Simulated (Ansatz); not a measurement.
Al9N8H24, a nanocrystal cut from zinc blende AlN (hydrogen-capped). The state is a doublet with charge 0. Geometry PBE-D4/def2-SVP, that of the charge -1 singlet; atoms count from 1.

```csv
atom,x (Å),y (Å),z (Å)
N1,3.498,0.048,0.910
N2,-0.481,0.167,2.526
N3,-1.012,1.475,-2.626
N4,-2.303,0.707,0.010
N5,0.749,1.018,-0.139
N6,1.107,-1.872,0.959
N7,-0.705,-1.316,-1.537
N8,-1.936,-2.115,1.200
Al9,2.285,1.634,0.830
Al10,0.632,2.128,-1.765
Al11,-0.756,1.370,0.944
Al12,2.799,-1.518,1.857
Al13,-0.302,-1.720,2.206
Al14,-2.620,1.838,-1.608
Al15,-0.903,-0.348,-3.268
Al16,-2.284,-1.121,-0.500
Al17,0.938,-0.788,-0.675
H18,3.766,-0.210,-0.055
H19,4.370,0.368,1.359
H20,-1.172,0.397,3.254
H21,0.417,0.545,2.897
H22,-1.092,2.064,-3.475
H23,-3.145,0.912,0.575
H24,1.194,-2.846,0.626
H25,-0.607,-2.300,-1.843
H26,-2.769,-2.001,1.800
H27,-1.955,-3.123,0.973
H28,1.873,1.833,2.401
H29,3.136,2.818,0.144
H30,0.406,3.673,-1.331
H31,1.903,1.798,-2.716
H32,-1.013,2.813,1.593
H33,2.446,-1.035,3.366
H34,3.799,-2.778,1.685
H35,-0.296,-2.663,3.511
H36,-2.729,3.377,-1.122
H37,-3.950,1.239,-2.320
H38,-2.300,-0.855,-3.921
H39,0.417,-0.636,-4.160
H40,-3.645,-1.797,-1.023
H41,2.241,-1.177,-1.545
```

Single mean-field runs in def2-TZVP are fitted with def2-universal-jkfit.

(1) Estimate the Mulliken populations of the heavy atoms from the PBE0/def2-TZVP orbitals of Ansatz.

(2) Where does the spin sit?

(3) And the Mayer bond orders between heavy atoms (over 0.3)?

Answers

(1) 
```
atom  charge (e)  spin (α − β)
  N1       -0.54          0.00
  N2       -0.46          0.00
  N3       -0.44          0.00
  N4       -0.40          0.01
  N5       -0.21          0.03
  N6       -0.37          0.00
  N7       -0.38          0.01
  N8       -0.50          0.00
 Al9        0.23          0.00
Al10        0.18          0.04
Al11        0.16          0.01
Al12        0.24          0.00
Al13        0.30          0.00
Al14        0.20          0.02
Al15        0.21          0.03
Al16        0.26          0.00
Al17        0.11          0.00
```
Mulliken values depend strongly on the basis.

(2) Summed by element: N 0.05, Al 0.11, H 0.84, of 1 unpaired in all. Largest on single atoms: H30 0.17, H31 0.16, H38 0.13.

(3) N1–Al9 0.71 (2.00 Å); N1–Al12 0.72 (1.96 Å); N2–Al11 0.74 (2.01 Å); N2–Al13 0.79 (1.92 Å); N3–Al10 0.78 (1.97 Å); N3–Al14 0.80 (1.94 Å); N3–Al15 0.80 (1.94 Å); N4–Al11 0.82 (1.93 Å); N4–Al14 0.73 (2.00 Å); N4–Al16 0.85 (1.90 Å); N5–Al9 0.79 (1.92 Å); N5–Al10 0.79 (1.97 Å); N5–Al11 0.86 (1.89 Å); N5–Al17 0.85 (1.89 Å); N6–Al12 0.73 (1.95 Å); N6–Al13 0.86 (1.89 Å); N6–Al17 0.84 (1.97 Å); N7–Al15 0.73 (1.99 Å); N7–Al16 0.84 (1.90 Å); N7–Al17 0.84 (1.93 Å); N8–Al13 0.74 (1.96 Å); N8–Al16 0.73 (2.00 Å).
